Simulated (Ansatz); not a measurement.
`[OH][Ga]([F])[Br]` + H₂ → `[OH][GaH][Br]` + H–F at 298.15 K and 1 bar (hydrogenolysis of a Ga–F bond).

Isolated molecules relaxed with PBE0-D4/def2-TZVP in Ansatz; ΔE leaves out vibrations. CBS: MP2 limit from def2 TZ/QZ plus the TZ coupled-cluster correction, frozen cores. This one scheme is used for every species. For Br, Ga outer-core shells are correlated without core-valence functions, which leaves a few kJ/mol of doubt a bond. Scalar relativity is left out up to krypton. One conformer a species, not always the lowest.

```json
{"species": "`[OH][Ga]([F])[Br]`", "CCSD(T)/CBS energy (Eh)": "-4672.95707", "H − E (kJ/mol)": "61.5", "S (J/(mol·K))": "335.6"}
{"species": "H₂", "CCSD(T)/CBS energy (Eh)": "-1.17544", "H − E (kJ/mol)": "35.1", "S (J/(mol·K))": "130.4"}
{"species": "`[OH][GaH][Br]`", "CCSD(T)/CBS energy (Eh)": "-4573.71961", "H − E (kJ/mol)": "71.5", "S (J/(mol·K))": "311.1"}
{"species": "H–F", "CCSD(T)/CBS energy (Eh)": "-100.39570", "H − E (kJ/mol)": "33.5", "S (J/(mol·K))": "173.6"}
```

H − E and S are ideal-gas, rigid-rotor, harmonic terms from PBE0-D4/def2-TZVP, for one conformer and one mirror image of each species. The MP2-based limit puts H₂ 0.8 mEh under its directly extrapolated value; such offsets cancel only in part. 1 Eh = 2625.50 kJ/mol, R = 8.31446 J/(mol·K).

Q: By hand: ΔE, ΔH, ΔS and ΔG.

A: ΔE = (-4573.71961) + (-100.39570) − (-4672.95707) − (-1.17544) = 0.01720 Eh = 45.2 kJ/mol. Δ(H − E) = 71.5 + 33.5 − 61.5 − 35.1 = 8.4, so ΔH = 53.6 kJ/mol. ΔS = 311.1 + 173.6 − 335.6 − 130.4 = 18.7 J/(mol·K). ΔG = 53.6 − 298.15 × (18.7)/1000 = 48.0 kJ/mol.

Q: By hand: the equilibrium constant, and the temperature at which ΔG would vanish if ΔH and ΔS stayed fixed.

A: log₁₀ K = −ΔG/(RT ln 10) = -8.4. ΔG = 0 at ΔH/ΔS = 2866 K, far beyond where these terms or the molecules hold.

ΔH outweighs TΔS. A doubt of 5 kJ/mol in ΔE shifts log₁₀ K by 0.9 here. Other conformers and mirror images would add mixing entropy, several J/(mol·K) or more a flexible species. These are equilibria of isolated gas molecules and say nothing of rates. Largest T1 diagnostic: 0.012 (customary marks: 0.02 for closed shells, 0.045 for open ones).
